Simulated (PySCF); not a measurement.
C₅H₆OSSe, SMILES COc1ccc([SeH])s1, GFN2-xTB optimised geometry.

```
14

C     -2.34    -2.20     0.02
O     -0.95    -2.41     0.01
C     -0.17    -1.31     0.00
C      1.19    -1.31     0.00
C      1.74    -0.01     0.00
C      0.80     0.97     0.01
Se     1.10     2.84    -0.06
S     -0.81     0.31    -0.01
H     -2.80    -3.18     0.01
H     -2.66    -1.64    -0.87
H     -2.65    -1.65     0.91
H      1.78    -2.22     0.01
H      2.80     0.19     0.00
H     -0.23     3.18     0.40
```

Density from PBE/def2-TZVP run with PySCF 2.14.0 at that geometry.

Minimum of the electron density along straight lines between bonded atoms, close to the bond critical point (lines longer than 1.1 times the sum of covalent radii, or with two minima, are not listed):

```csv
bond,length / Å,ρ at the minimum / e bohr⁻³,∇²ρ there / e bohr⁻⁵,position (fraction from the first atom)
C1–O2,1.408,0.258,-0.50,0.35
O2–C3,1.343,0.303,…,0.66
C3–C4,1.361,0.329,-0.94,0.53
C4–C5,1.412,0.298,-0.81,0.50
C5–C6,1.359,0.328,-0.92,0.48
C6–Se7,1.901,…,-0.15,0.50
C3–S8,1.744,0.205,-0.38,0.48
C6–S8,1.741,0.204,-0.37,0.48
C1–H9,1.088,0.286,-1.00,0.65
C1–H10,1.095,0.280,-0.96,0.65
C1–H11,1.095,0.280,-0.96,0.65
C4–H12,1.073,0.285,-1.00,0.65
C5–H13,1.076,0.286,-1.00,0.65
Se7–H14,1.447,0.183,…,0.63
```

### Question
Complete the blanks.

### Answer

- O2–C3, ∇²ρ there / e bohr⁻⁵: -0.55
- C6–Se7, ρ at the minimum / e bohr⁻³: 0.158
- Se7–H14, ∇²ρ there / e bohr⁻⁵: -0.33
